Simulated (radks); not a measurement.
The numbers below are computed, except where a source is named.
Spherical quantum dot in the effective-mass picture: electrons in a parabolic well V = omega^2 r^2 / 2 with omega = 2.69, with a point charge +1 (a donor) at the centre, all in effective atomic units (hartree* = m*/eps^2 hartree, bohr* = eps/m* bohr), one dielectric constant everywhere. Level of theory: non-relativistic Kohn-Sham, PBEsol, spin-polarised, spherical densities (a radial shooting solver with Libxc functionals). Levels are named by radial order and angular momentum (1s, 1p, 1d, 2s, ...), and open shells are averaged over m. Results are scaled to m* = 0.138 and eps = 4.3, for which hartree* = 203.1 meV and bohr* = 1.649 nm.

N = 4, configuration 1s2 1p(up 2, down 0). This is the lowest configuration that the search found. Occupied and some empty levels:

| level | occupation | eigenvalue (meV) | <r> (nm) |
|---|---|---|---|
| 1s up | 1 | 1200.9 | 1.094 |
| 1s down | 1 | 1239.0 | 1.080 |
| 1p up | 2 | 1774.4 | 1.542 |
| 1p down | 0 | 1824.6 | 1.543 |
| 2s up | 0 | 2232.4 | 1.687 |
| 2s down | 0 | 2264.4 | 1.702 |
| 1d up | 0 | 2299.9 | 1.852 |
| 1d down | 0 | 2348.0 | 1.864 |
| 1f up | 0 | 2824.9 | 2.111 |
| 1f down | 0 | 2866.3 | 2.126 |

Energy (meV): total 4335.36, kinetic 2205.4, external 880.29, Hartree 1830.0, exchange-correlation -580.34.
